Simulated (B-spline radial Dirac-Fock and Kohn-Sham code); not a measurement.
**Eu⁴⁺: photoemission with 8040 eV photons**

System: europium as Eu⁴⁺ in the configuration [Xe] 4f5.

Model: a relativistic central-field model (Hartree-Slater potential of the initial state, Latter tail, multipole expansion of the photon field, Dirac-Fock thresholds). Program: a radial atomic solver. The asymmetry parameter β is from the dipole term alone. Kinetic energies are from the vacuum level. Open shells are spread statistically over j, without multiplet splitting.

The last column is dσ/dΩ = σ/(4π) · [1 − (β/2) P₂(cos θ)] at θ = 90° from the beam of unpolarised light.

| subshell | electrons | binding (eV) | kinetic (eV) | σ (kb) | β | dσ/dΩ (kb/sr) |
| --- | --- | --- | --- | --- | --- | --- |
| L2 (2p1/2) | 2 | 7679.7 | 360.3 | 26.9 | 1.17 | 2.77 |
| L3 (2p3/2) | 4 | 7039.4 | 1000.6 | ? | ? | ? |
| M1 (3s) | 2 | 1870.6 | 6169.4 | 3.88 | 1.98 | 0.461 |
| M2 (3p1/2) | 2 | 1681.4 | 6358.6 | 4.08 | 1.52 | 0.448 |
| M3 (3p3/2) | 4 | 1548.6 | 6491.4 | 7.05 | 1.61 | 0.786 |
| M4 (3d3/2) | 4 | 1225.0 | 6815.0 | 2.48 | 1.08 | 0.250 |
| M5 (3d5/2) | 6 | 1196.9 | 6843.1 | 3.35 | 1.00 | 0.333 |
| N1 (4s) | 2 | 434.6 | 7605.4 | 0.954 | 1.98 | 0.114 |
| N2 (4p1/2) | 2 | 359.8 | 7680.2 | 0.889 | 1.52 | 0.0976 |
| N3 (4p3/2) | 4 | 330.2 | 7709.8 | 1.52 | 1.60 | 0.169 |
| N4 (4d3/2) | 4 | 205.3 | 7834.7 | 0.483 | 1.05 | 0.0485 |
| N5 (4d5/2) | 6 | 200.0 | 7840.0 | 0.650 | 0.96 | 0.0642 |
| N6 (4f5/2) | 2.14 | 60.81 | 7979.2 | 0.00696 | 0.60 | 0.000638 |
| N7 (4f7/2) | 2.86 | 60.11 | 7979.9 | 0.00869 | 0.59 | 0.000793 |
| O1 (5s) | 2 | 99.56 | 7940.4 | 0.183 | 1.98 | 0.0218 |
| O2 (5p1/2) | 2 | 75.19 | 7964.8 | 0.147 | 1.51 | 0.0161 |
| O3 (5p3/2) | 4 | 70.47 | 7969.5 | 0.248 | 1.60 | 0.0276 |

Q: What are σ and β for L3 (2p3/2)?

A: σ = 46.1 kb, the largest of all subshells and 47 % of the total, and β = 1.38, which gives dσ/dΩ = 4.94 kb/sr.

Run: 6.3 s of CPU time on 1 thread of Intel(R) Xeon(R) Platinum 8375C CPU @ 2.90GHz (shared host), peak memory 0.41 GiB.

Values without a named source are computed, but for edge energies of neutral atoms, which are taken from tables.
